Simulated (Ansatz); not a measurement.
System: sum formula H8Si3NO (charge 0, doublet). It need not be the lowest isomer of its formula. SMILES: [SiH2]N[SiH2]O[SiH3]
Structure (B3LYP-D3(BJ)/def2-TZVP (Ansatz, a quantum-chemistry and plane-wave program) minimum search):
```xyz
13

Si    -0.2415    -1.0190    -0.8183
N     -1.1331    -0.7054     0.6290
Si    -2.0434     0.7111     1.0593
O      1.2797    -0.4094    -0.7757
Si     2.1545     0.8212    -0.1325
H     -0.1152    -2.4797    -0.9866
H     -0.9725    -0.3829    -1.9309
H     -0.9747    -1.3590     1.3860
H     -2.4496     1.3626    -0.2144
H     -3.2400     0.3095     1.8538
H      1.3893     2.0890    -0.2015
H      3.4066     0.9529    -0.9066
H      2.4755     0.5326     1.2842
```
Charge 0, spin multiplicity 2.

Parts of the frozen-core correlation energy in STO-3G (Ansatz, hartree). Frozen orbitals: 17; correlated occupied orbitals by spin: 16 and 15; virtual: 12 and 13. Open shells are spin-unrestricted. No spin-orbit coupling. Non-relativistic.

```
term                            value
-------------------------  ----------
reference (HF)             -989.07781
MP2 opposite-spin            -0.16456
MP2 same-spin                -0.02534
CCSD correlation             -0.24798
(T)                          -0.00583
T1 diagnostic                   0.015
largest doubles amplitude       0.024
<S^2> of the reference          0.752
```
